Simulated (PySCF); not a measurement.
The dipole of `NC(=O)[C@H]1CCCO1` from its density and from atomic charges.

Coordinates (GFN2-xTB, Å) and charges (e) from the PBE0/pcSseg-1 density (PySCF):

```tsv
atom	x	y	z	Mulliken	IAO	Hirshfeld	ESP-fitted
N1	1.978	0.839	1.122	-0.3834	-0.5038	-0.1748	-0.7948
C2	1.493	-0.388	0.868	+0.4054	+0.4235	+0.1636	+0.6052
O3	1.687	-1.358	1.567	-0.4330	-0.5128	-0.3028	-0.5532
C4	0.662	-0.459	-0.427	+0.0231	+0.0259	+0.0366	+0.0977
C5	-0.640	-1.228	-0.189	-0.2149	-0.2752	-0.0747	-0.0629
C6	-1.589	-0.096	0.197	-0.2766	-0.2809	-0.0744	-0.0331
C7	-1.097	1.036	-0.703	+0.0972	-0.0582	+0.0019	+0.0727
O8	0.300	0.838	-0.884	-0.5498	-0.4196	-0.1442	-0.4204
H9	1.761	1.587	0.485	+0.2140	+0.2885	+0.1207	+0.3593
H10	2.554	1.000	1.930	+0.1943	+0.2841	+0.1418	+0.3839
H11	1.294	-0.932	-1.188	+0.1523	+0.1600	+0.0492	+0.0660
H12	-0.973	-1.713	-1.107	+0.1230	+0.1389	+0.0430	+0.0577
H13	-0.510	-1.973	0.591	+0.1566	+0.1683	+0.0450	+0.0340
H14	-2.635	-0.334	0.022	+0.1334	+0.1487	+0.0491	+0.0194
H15	-1.453	0.167	1.247	+0.1333	+0.1412	+0.0411	+0.0567
H16	-1.254	2.029	-0.273	+0.1161	+0.1421	+0.0428	+0.0480
H17	-1.585	0.996	-1.686	+0.1093	+0.1292	+0.0359	+0.0637
```

Task: Form Σ q r in debye for every column and set it beside the full dipole.

Result: The full density gives (-1.54, 2.40, -0.96) D, 3.01 D in size; dipole vectors point from the negative to the positive end.

| scheme | μx | μy | μz | size (D) | share of the full size (%) | angle to the full dipole (°) |
| --- | --- | --- | --- | --- | --- | --- |
| Mulliken | -2.67 | 1.07 | -0.75 | 2.97 | 99 | 34 |
| IAO | -1.98 | 2.23 | -1.14 | 3.19 | 106 | 9 |
| Hirshfeld | -0.93 | 1.93 | -0.89 | 2.32 | 77 | 8 |
| ESP-fitted | -1.54 | 2.40 | -0.99 | 3.01 | 100 | 1 |

Task: Which set comes closest?

Result: Length of the difference vector: ESP-fitted 0.03 D, IAO 0.50 D, Hirshfeld 0.77 D, Mulliken 1.76 D. Closest: ESP-fitted. ESP charges are fitted to the potential around the molecule, whose slowest-falling term is the dipole's. 

Task: What is left for the Hirshfeld atoms' own dipoles?

Result: The Hirshfeld atoms' densities add up to the full density, so μ = Σ q r + Σ (atomic dipoles). The atomic dipoles sum to (-1.54, 2.40, -0.96) − (-0.93, 1.93, -0.89) = (-0.61, 0.47, -0.07) D, 0.77 D in size.

Task: With the origin at the mean of the coordinates, (0.000, 0.001, 0.092) Å, which are the largest single terms, by size, of the Mulliken dipole along the direction of the full one?

Result: O3 +5.03, C2 -2.57, O8 -2.18, H16 +1.32, N1 +1.24 D; all 17 atoms together +2.46 D. The single terms depend on the origin, their sum doesn't.

Task: Give the size of the full dipole in other units.

Result: 3.01 D = 1.184 au = 0.626 e·Å = 10.04 × 10⁻³⁰ C·m.

Isolated species at its GFN2-xTB geometry (one conformer only).
